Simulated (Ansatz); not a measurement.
Gas-phase electronic energies from Ansatz, PBE0-D4/def2-TZVP geometries. CCSD(T)/CBS is the MP2 limit (def2-TZVPP, def2-QZVPP) plus CCSD(T) − MP2 in def2-TZVPP, frozen cores. Functionals use def2-TZVPP. For Ge outer-core shells are correlated without core-valence functions, which leaves a few kJ/mol of doubt a bond. Scalar relativity is left out up to krypton. One conformer a species, not always the lowest.

Reaction (substitution at a C–Al bond): `[CH3][Al]([CH3])[N]=C=O` + `[OH][GeH2][OH]` → `C[O][GeH2][OH]` + `[CH3][AlH][N]=C=O`

```
       level  ΔE (kJ/mol)
       BHLYP         97.0
HF/CBS(def2)         86.5
```

Task: What does CCSD(T)/CBS give? (Best estimate.)

Result: Ansatz gave: +106.3 kJ/mol. The listed levels differ from it by -9.3, -19.8 kJ/mol.

Largest T1 diagnostic among the species: 0.015.

In def2-TZVPP, CCSD(T) changes the Hartree–Fock value by +16.0 kJ/mol (the triples alone add +1.4 kJ/mol) and MP2 by +23.1 kJ/mol. Leaving LDA and LC-ωPBE aside and taking each functional with its dispersion term where it has one, the values, not all of them listed here, spread over 11.7 kJ/mol, from B97M-V to r2SCANh-D4.
